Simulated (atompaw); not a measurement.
## Cutoff test, Al (Z = 13), PAW (atompaw)

aluminium (Al), PAW, made with atompaw 4.2.0.5 (PBE, non-relativistic). Core [Ne], reference 3s2 3p1. Waves: 3s (bound): rc 2.05 bohr; 3s channel at 0.25 Ry: rc 2.65 bohr; 3p (bound): rc 2.65 bohr; 3p channel at 2.4 Ry: rc 2.65 bohr. Local part: vpsmatchnc scheme with l = 2 at 0.5 Ry, radius 2.20 bohr. Core correction: smooth core density matched at 1.80 bohr. Augmentation charge: sinc compensation charge, radius 2.60 bohr; PAW radius 2.65 bohr; waves and projectors: custom rrkj gramschmidtortho.

The pseudo-atom Hamiltonian at the reference potential is diagonalised in spherical Bessel functions j_l(qr) that vanish at 20 bohr, with q² up to the cutoff. All-electron valence levels (Ry): 3s -0.5682, 3p -0.1999.

Problem. How do the lowest levels (Ry) of each channel move with the cutoff, and are there ghosts?

Solution.

| cutoff (Ry) | s #1 | p #1 | d #1 | d #2 | f #1 | Σ f·Δε (mRy) |
| --- | --- | --- | --- | --- | --- | --- |
| 8 | -0.5678 | -0.1996 | 0.0454 | 0.1257 | 0.1022 | 1.0 |
| 10 | -0.5681 | -0.1998 | 0.0454 | 0.1255 | 0.1022 | 0.3 |
| 12 | -0.5681 | -0.1999 | 0.0453 | 0.1253 | 0.1022 | 0.2 |
| 15 | -0.5681 | -0.1999 | 0.0453 | 0.1251 | 0.1022 | 0.2 |
| 400 | -0.5682 | -0.1999 | 0.0452 | 0.1248 | 0.1022 | 0.0 |

Result: no extra level below or beside the all-electron valence levels (s, p, d, f tested); 10 mRy is reached at 6 Ry and 1 mRy at 10 Ry.
